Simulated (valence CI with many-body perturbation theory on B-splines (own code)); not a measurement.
The numbers below are computed, except where a source is named.
Level structure of Ag³⁴⁺

Method: relativistic CI+MBPT: three valence electrons over a frozen Dirac-Fock core [Ne], radial functions for each j: 11 s, 11 p, 10 d, 8 f, 5 g, 2 h, with the one-electron correlation potential Σ1 (screened to all orders), the two-electron term Σ2, the three-electron term Σ3, Breit, model QED; selected single and double excitations, second order for the rest, scaled by the run's own slope (own B-spline code, finite nucleus).

The last digits are not significant, and no measured levels were compared; by estimate large intervals hold to a few tenths of a per cent, small ones and those within an open d or f shell to about a per cent.

Levels 1 to 45 of 154, with energies above the lowest level, (3s^2 3p1/2) J=1/2. "Leading %" is the weight of the configuration and term that name the level; weights of strongly mixed levels are sums over their largest components and can fall short, so below about 35 % the name and the second component can differ from the true leading terms, or belong to a minority configuration. In the jj column 3d3/2^4 stands for four electrons in 3d with j = 3/2.

| No. | Configuration | Term | J | E (cm⁻¹) | Leading % | Leading jj | g |
| --- | --- | --- | --- | --- | --- | --- | --- |
| 1 | 3s²3p | ²P° | 1/2 | 0 | 99 | 3s^2 3p1/2 (99 %) | 0.660 |
| 2 | 3s²3p | ²P° | 3/2 | 347300 | 98 | 3s^2 3p3/2 (98 %) | 1.329 |
| 3 | 3s3p² | ⁴P | 1/2 | 652670 | 75 | 3s 3p1/2^2 (88 %) | 2.420 |
| 4 | 3s3p² | ⁴P | 3/2 | 897320 | 95 | 3s 3p1/2 3p3/2 (98 %) | 1.688 |
| 5 | 3s3p² | ⁴P | 5/2 | 967780 | 55 | 3s 3p1/2 3p3/2 (92 %) | 1.414 |
| 6 | 3s3p² | ²D | 3/2 | 1073400 | 69 | 3s 3p1/2 3p3/2 (81 %) | 0.897 |
| 7 | 3s3p² | ²P | 1/2 | 1143400 | 71 | 3s 3p1/2 3p3/2 (85 %) | 1.147 |
| 8 | 3s3p² | ⁴P | 5/2 | 1272400 | 42 | 3s 3p3/2^2 (78 %) | 1.363 |
| 9 | 3s²3d | ²D | 3/2 | 1385500 | 76 | 3s^2 3d3/2 (76 %) | 0.906 |
| 10 | 3s3p² | ²S | 1/2 | 1493400 | 69 | 3s 3p3/2^2 (94 %) | 1.756 |
| 11 | 3s²3d | ²D | 5/2 | 1493500 | 76 | 3s^2 3d5/2 (76 %) | 1.211 |
| 12 | 3s3p² | ²P | 3/2 | 1534400 | 62 | 3s 3p3/2^2 (85 %) | 1.158 |
| 13 | 3p³ | ²P° | 3/2 | 1759500 | 32 | 3p1/2^2 3p3/2 (80 %) | 1.243 |
| 14 | 3s3p3d | ⁴F° | 3/2 | 1865900 | 82 | 3s 3p1/2 3d3/2 (91 %) | 0.520 |
| 15 | 3s3p3d | ⁴F° | 5/2 | 1903200 | 54 | 3s 3p1/2 3d3/2 (81 %) | 1.075 |
| 16 | 3s3p3d | ⁴F° | 5/2 | 1986800 | 23 | 3s 3p1/2 3d5/2 (70 %) | 1.221 |
| 17 | 3p³ | ⁴S° | 3/2 | 2014500 | 50 | 3p1/2 3p3/2^2 (64 %) | 1.408 |
| 18 | 3s3p3d | ⁴D° | 1/2 | 2024500 | 76 | 3s 3p1/2 3d3/2 (89 %) | 0.310 |
| 19 | 3s3p3d | ⁴D° | 3/2 | 2024900 | 53 | 3s 3p1/2 3d3/2 (66 %) | 1.336 |
| 20 | 3s3p3d | ⁴F° | 7/2 | 2028400 | 70 | 3s 3p1/2 3d5/2 (83 %) | 1.259 |
| 21 | 3s3p3d | ⁴P° | 5/2 | 2055600 | 38 | 3s 3p1/2 3d5/2 (70 %) | 1.355 |
| 22 | 3p³ | ²P° | 1/2 | 2174200 | 83 | 3p1/2 3p3/2^2 (83 %) | 0.661 |
| 23 | 3s3p3d | ²F° | 5/2 | 2176700 | 70 | 3s 3p1/2 3d5/2 (44 %) | 0.956 |
| 24 | 3s3p3d | ²D° | 3/2 | 2233200 | 33 | 3s 3p1/2 3d5/2 (30 %) | 1.013 |
| 25 | 3s3p3d | ⁴F° | 9/2 | 2268500 | 100 | 3s 3p3/2 3d5/2 (100 %) | 1.329 |
| 26 | 3s3p3d | ⁴D° | 5/2 | 2288500 | 59 | 3s 3p3/2 3d3/2 (83 %) | 1.312 |
| 27 | 3s3p3d | ⁴P° | 3/2 | 2289900 | 45 | 3s 3p3/2 3d3/2 (92 %) | 1.425 |
| 28 | 3s3p3d | ⁴P° | 1/2 | 2293300 | 89 | 3s 3p3/2 3d3/2 (97 %) | 2.381 |
| 29 | 3s3p3d | ⁴D° | 7/2 | 2295900 | 66 | 3s 3p3/2 3d3/2 (52 %) | 1.354 |
| 30 | 3s3p3d | ²P° | 3/2 | 2356100 | 28 | 3s 3p3/2 3d5/2 (67 %) | 1.317 |
| 31 | 3s3p3d | ²D° | 5/2 | 2383400 | 49 | 3s 3p3/2 3d5/2 (91 %) | 1.311 |
| 32 | 3s3p3d | ²D° | 3/2 | 2433600 | 62 | 3s 3p3/2 3d3/2 (60 %) | 1.014 |
| 33 | 3s3p3d | ²F° | 7/2 | 2458800 | 96 | 3s 3p3/2 3d5/2 (69 %) | 1.148 |
| 34 | 3s3p3d | ²F° | 5/2 | 2525700 | 80 | 3s 3p3/2 3d3/2 (87 %) | 0.917 |
| 35 | 3s3p3d | ²P° | 1/2 | 2534400 | 83 | 3s 3p3/2 3d3/2 (56 %) | 0.626 |
| 36 | 3s3p3d | ²F° | 7/2 | 2538200 | 84 | 3s 3p3/2 3d5/2 (80 %) | 1.175 |
| 37 | 3s3p3d | ²P° | 1/2 | 2587800 | 84 | 3s 3p3/2 3d5/2 (54 %) | 0.666 |
| 38 | 3s3p3d | ²P° | 3/2 | 2622400 | 84 | 3s 3p3/2 3d5/2 (90 %) | 1.293 |
| 39 | 3s3p3d | ²D° | 5/2 | 2633100 | 68 | 3s 3p3/2 3d5/2 (83 %) | 1.132 |
| 40 | 3p³ | ²P° | 3/2 | 2682500 | 27 | 3p3/2^3 (48 %) | 1.122 |
| 41 | 3p²3d | ⁴F | 3/2 | 2706500 | 47 | 3p1/2^2 3d3/2 (95 %) | 0.723 |
| 42 | 3p²3d | ⁴F | 5/2 | 2817800 | 31 | 3p1/2^2 3d5/2 (85 %) | 1.175 |
| 43 | 3p²3d | ²F | 5/2 | 2945900 | 58 | 3p1/2 3p3/2 3d3/2 (87 %) | 0.917 |
| 44 | 3p²3d | ²P | 3/2 | 2983900 | 37 | 3p1/2 3p3/2 3d3/2 (93 %) | 0.978 |
| 45 | 3p²3d | ²F | 7/2 | 2993900 | 40 | 3p1/2 3p3/2 3d3/2 (78 %) | 1.103 |

Where two levels of one J and parity lie close, their mixing, g and order are uncertain.

The ionisation energy to 3s² ¹S0 of the next ion comes out as 2152.2 eV (NIST: 2131 ± 10 eV (semi-empirical), further off than twice its uncertainty). All 154 levels together are meant to be complete up to 8494200 cm⁻¹.
